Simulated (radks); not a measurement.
All-electron atom: Ca I in [Ar] 4s2 (the NIST ground configuration).

Calculated with a radial shooting solver on a logarithmic mesh with Libxc functionals: non-relativistic Kohn-Sham, PBE, spin-polarised, spherical densities, point nucleus.

Energy parts (eV):
total: -18431.600
kinetic: 18413.176
electron-nucleus: -43635.809
Hartree: 7764.994
exchange-correlation: -973.961

Orbitals (lengths in bohr, moments of r in powers of bohr; <r^-3> diverges for s and p1/2):
orbital  occ.  eigenvalue (eV)  <r^-3>
1s          2        -3927.949       -
2s          2        -410.6676       -
2p          6        -334.4558   183.1
3s          2         -46.6862       -
3p          6         -28.0590   19.17
4s          2          -3.7533       -

The highest occupied level is 4s at -3.753 eV. The density falls to 0.001 e/bohr^3 at r = 5.09 bohr. For comparison, the ionisation energy in NIST's Atomic Spectra Database is 6.113 eV (measured). In exact Kohn-Sham theory the highest level is minus the ionisation energy, but local and semilocal functionals leave it too shallow, through self-interaction and a potential that decays too fast; potentials with the right tail come closer. Virial ratio -V/T = 2.00100.
